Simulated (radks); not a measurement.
Q: The mean radii <r> (bohr) of the occupied orbitals of an atom or ion are listed with their occupations. Calculated with a radial shooting solver on a logarithmic mesh with Libxc functionals: scalar-relativistic Kohn-Sham, r2SCAN, spin-polarised, spherical densities, finite nucleus; meta-GGA in the generalised Kohn-Sham scheme; Fermi nuclear charge, rms radius of each element as measured or else 0.836 A^(1/3) + 0.57 fm.

| orbital | occ. | <r> |
|---|---|---|
| 1s up | 1 | 0.1994 |
| 1s down | 1 | 0.1984 |
| 2s up | 1 | 1.016 |
| 2s down | 1 | 1.050 |
| 2p up | 2 | 0.9855 |

Name the element and its charge. Open shells, if any, are filled with parallel spins first.

A: Z = 8, oxygen, charge +2: O2+ in [He] 2s2 2p2. The 1s radius gives Z: for a bare nucleus <r> = (2 gamma + 1)/(2Z) with gamma = sqrt(1 - (Z/c)^2), 0.1873 bohr for Z = 8, and screening makes it slightly larger (0.1994 here). The occupations add up to 6, and the charge is Z minus that.
